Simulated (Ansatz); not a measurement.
The cluster Li₆Al. Charge 0, multiplicity 2. Geometry PBE0-D4/def2-TZVP, basis def2-TZVP, Ansatz.

```csv
atom,x (Å),y (Å),z (Å)
Al1,-0.0745,-0.4609,-0.4703
Li2,-1.1473,-0.5008,1.8839
Li3,-2.1408,0.8524,-1.3221
Li4,0.4081,-2.8817,0.4671
Li5,1.9665,-0.1836,1.0949
Li6,1.0719,1.1615,-2.1343
Li7,-0.0840,2.0130,0.4808
```

```csv
run,HOMO (eV),LUMO (eV)
A,-2.60,-2.26
B,-2.66,-1.77
C,-2.79,-1.76
D,-2.81,-1.63
E,-3.12,-1.09
F,-3.76,-0.79
```

B3LYP takes the VWN-RPA correlation. The structure comes from a short search, and lower isomers may exist.

HOMO and LUMO are taken over both spins.

Problem. The runs used B3LYP, BHLYP, LDA (SPW92), r2SCAN, r2SCANh, ωB97M-V. Estimate which is which.

Solution. A LDA (SPW92) (0 % exact exchange); B r2SCAN (0 % exact exchange); C B3LYP (20 % exact exchange); D r2SCANh (10 % exact exchange); E BHLYP (50 % exact exchange); F ωB97M-V (range-separated). Exact exchange lowers occupied and raises empty levels; among semilocal functionals meta-GGAs tend to open the gap a little, and such runs are hard to tell apart. The gap grows from 0.35 eV (LDA (SPW92)) to 2.97 eV (ωB97M-V).
